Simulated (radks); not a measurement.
Excited configurations of Ti I: one electron is placed in a higher orbital outside [Ar] 3d2 4s1. The ground configuration is [Ar] 3d2 4s2. Calculated with a radial shooting solver on a logarithmic mesh with Libxc functionals: Dirac Kohn-Sham, PBE, spin-unpolarised, spherical densities, point nucleus; open shells fill j = l - 1/2 first. Excitation = E - E(ground); binding = E(ion) - E, where the ion is the core of charge +1; n* = 1/sqrt(2 binding) in atomic units, and the quantum defect is n - n*.

| outer orbital | excitation (eV) | binding (eV) | n* | quantum defect | <r> (bohr) |
|---|---|---|---|---|---|
| 4p1/2 | 3.054 | 4.290 | 1.781 | 2.219 | 4.622 |
| 4d3/2 | 5.707 | 1.638 | 2.882 | 1.118 | 9.907 |
| 5p1/2 | 5.575 | 1.769 | 2.774 | 2.226 | 11.40 |
| 5f5/2 | 6.706 | 0.639 | 4.616 | 0.384 | 28.92 |
| 6d3/2 | 6.659 | 0.685 | 4.456 | 1.544 | 30.12 |
| 7s1/2 | 6.542 | 0.803 | 4.117 | 2.883 | 27.88 |
| 7p1/2 | 6.671 | 0.673 | 4.496 | 2.504 | 32.61 |

The Delta-SCF ionisation energy is 7.344 eV (NIST Atomic Spectra Database: 6.828 eV, measured). Self-interaction in the functional shifts the binding energies and quantum defects, so they are the method's values and not measured ones. Spin polarisation and multiplet splitting are left out, so open shells lie too high by an amount that depends on their filling.

Beside tabulated values, note that spin-unpolarised runs miss the spin-polarisation part of the exchange energy of open shells.
